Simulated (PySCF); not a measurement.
A PySCF script (with the pyscf-properties extension) for the NMR shieldings of SMILES C=C[Si@@H]1OCCS1, C4H8OSSi, on a GFN2-xTB geometry:

```python
import basis_set_exchange as bse
import numpy as np
from pyscf import gto, dft
from pyscf.prop import nmr

atoms = """
C     2.540977    0.375669    0.474820
C     2.118929   -0.038291   -0.710512
Si    0.364898    0.137079   -1.345490
O    -0.505177    1.027792   -0.292828
C    -1.782624    0.566175    0.041719
C    -1.778366   -0.949794    0.171094
S    -0.846214   -1.648885   -1.232567
H     3.563027    0.257002    0.800726
H     1.874226    0.860653    1.169042
H     2.818543   -0.513531   -1.384492
H     0.251101    0.649073   -2.705056
H    -2.070110    1.032852    0.988828
H    -2.491949    0.871939   -0.736051
H    -2.785445   -1.358795    0.146180
H    -1.276228   -1.260949    1.087020
"""
names = dict.fromkeys(["C", "Si", "O", "S", "H"], "pcSseg-1")
basis = {el: gto.basis.parse(bse.get_basis(n, elements=[el], fmt="nwchem")) for el, n in names.items()}
mol = gto.M(atom=atoms, basis=basis, charge=0, verbose=0)
mf = dft.RKS(mol, xc="PBE0")
mf.grids.level = 2
mf.grids.alignment = dft.numint.BLKSIZE   # the property module wants whole blocks of grid points
mf.conv_tol = 1e-9
mf.kernel()

calc = nmr.RKS(mf)   # GIAO
C = mf.mo_coeff
Co = C[:, mf.mo_occ > 0]
resp = mf.gen_response(singlet=True, hermi=2)
def vind(x):   # induced exchange potential for any number of trial vectors
    d = np.einsum("pi,xij,qj->xpq", C, 2 * x.reshape(-1, C.shape[1], Co.shape[1]), Co, optimize=True)
    return np.einsum("xpq,pi,qj->xij", resp(d - d.transpose(0, 2, 1)), C, Co, optimize=True).ravel()
mo1, _ = nmr.rhf.solve_mo1(calc, with_cphf=vind)
sigma = calc.kernel(mo1)
for i, s in enumerate(sigma):   # ppm
    w = np.linalg.eigvalsh((s + s.T) / 2)
    print("%2d %-2s iso %8.1f  s11 %8.1f  s22 %8.1f  s33 %8.1f" % (i, mol.atom_pure_symbol(i), w.mean(), *w))
```

**Question.** What does it print?

**Answer.** 
```
 0 C  iso     44.1  s11    -80.6  s22     39.1  s33    173.7
 1 C  iso     45.9  s11    -68.1  s22     38.9  s33    166.9
 2 Si iso    342.8  s11    302.1  s22    334.4  s33    392.0
 3 O  iso    292.7  s11    240.5  s22    274.3  s33    363.4
 4 C  iso    116.2  s11     79.8  s22    115.3  s33    153.7
 5 C  iso    150.7  s11    120.4  s22    163.2  s33    168.4
 6 S  iso    652.5  s11    538.4  s22    596.3  s33    822.7
 7 H  iso     25.2  s11     22.6  s22     24.7  s33     28.5
 8 H  iso     25.4  s11     21.7  s22     24.0  s33     30.6
 9 H  iso     25.6  s11     23.7  s22     25.3  s33     27.7
10 H  iso     26.1  s11     22.3  s22     23.2  s33     32.6
11 H  iso     27.2  s11     22.0  s22     26.1  s33     33.5
12 H  iso     28.0  s11     22.4  s22     26.1  s33     35.4
13 H  iso     29.0  s11     23.2  s22     26.6  s33     37.2
14 H  iso     28.7  s11     23.0  s22     26.2  s33     36.8
```

These numbers come from an equivalent density-fitted implementation of the same equations, which agrees with the script to about 0.01 ppm for H and up to a few tenths of a ppm for heavy atoms, so last digits may differ.

**Question.** Turn these shieldings into chemical shifts. Chemical shifts δ = σref − σ; $^{13}$C (σ = 186.93 ppm) and $^{29}$Si (σ = 349.16 ppm) and $^{1}$H (σ = 31.72 ppm) against TMS; H2O for $^{17}$O (σ = 336.08 ppm); $^{33}$S (σ = 503.73 ppm) against CS2, all at this level.

**Answer.** Averaging equivalent atoms: C 0: 142.9; C 1: 141.0; C 4: 70.7; C 5: 36.2; Si 2: 6.3; O 3: 43.3; S 6: -149; H 7: 6.49; H 8: 6.27; H 9: 6.15; H 10: 5.67; H 11: 4.50; H 12: 3.75; H 14: 3.06; H 13: 2.72 ppm. Experimental scales use liquid or dissolved standards, which lie at an offset from isolated H2O (liquid H2O: subtract about 36 ppm).

Size and cost of the density-fitted run: 173 basis functions, 57 s wall time on 1 thread of an Arm Neoverse N1, shared host; peak memory 0.86 GiB.
